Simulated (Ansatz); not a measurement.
`[F][InH2]` + `[I][SnH2][I]` → `[F][InH][I]` + `[SnH3][I]` at 700 K and 1 bar (redistribution).

Gas-phase electronic energies from Ansatz, PBE0-D4/def2-TZVP geometries. CCSD(T)/CBS adds triple-zeta CCSD(T) − MP2 to the extrapolated MP2 energy (def2 sets, frozen cores). def2 core potentials past Kr. For I, In, Sn outer-core shells are correlated without core-valence functions, which leaves a few kJ/mol of doubt a bond.

| species | CCSD(T)/CBS energy (Eh) | H − E (kJ/mol) | S (J/(mol·K)) |
| --- | --- | --- | --- |
| `[F][InH2]` | -290.81142 | 72.4 | 317.2 |
| `[I][SnH2][I]` | -810.18920 | 91.0 | 426.6 |
| `[F][InH][I]` | -587.72167 | 65.7 | 388.1 |
| `[SnH3][I]` | -513.29032 | 98.6 | 359.1 |

H − E and S are ideal-gas, rigid-rotor, harmonic terms from PBE0-D4/def2-TZVP. 1 Eh = 2625.50 kJ/mol, R = 8.31446 J/(mol·K).

Question: By hand: ΔE, ΔH, ΔS and ΔG.

Answer: ΔE = (-587.72167) + (-513.29032) − (-290.81142) − (-810.18920) = -0.01137 Eh = -29.9 kJ/mol. Δ(H − E) = 65.7 + 98.6 − 72.4 − 91.0 = 0.9, so ΔH = -29.0 kJ/mol. ΔS = 388.1 + 359.1 − 317.2 − 426.6 = 3.4 J/(mol·K). ΔG = -29.0 − 700 × (3.4)/1000 = -31.4 kJ/mol.

Question: By hand: the equilibrium constant, and the temperature at which ΔG would vanish if ΔH and ΔS stayed fixed.

Answer: log₁₀ K = −ΔG/(RT ln 10) = 2.3. ΔH and −TΔS have one sign here, so there is no such temperature.

The number of gas molecules stays the same, so ΔS is small and ΔH decides. A doubt of 5 kJ/mol in ΔE shifts log₁₀ K by 0.4 here. Modes under 60 cm⁻¹, often nearly free rotors, make the harmonic entropy too high. These are equilibria of isolated gas molecules and say nothing of rates. Largest T1 diagnostic: 0.016 (customary marks: 0.02 for closed shells, 0.045 for open ones).

ΔS is within the doubt of such terms, so its sign, and with it that verdict, could turn.
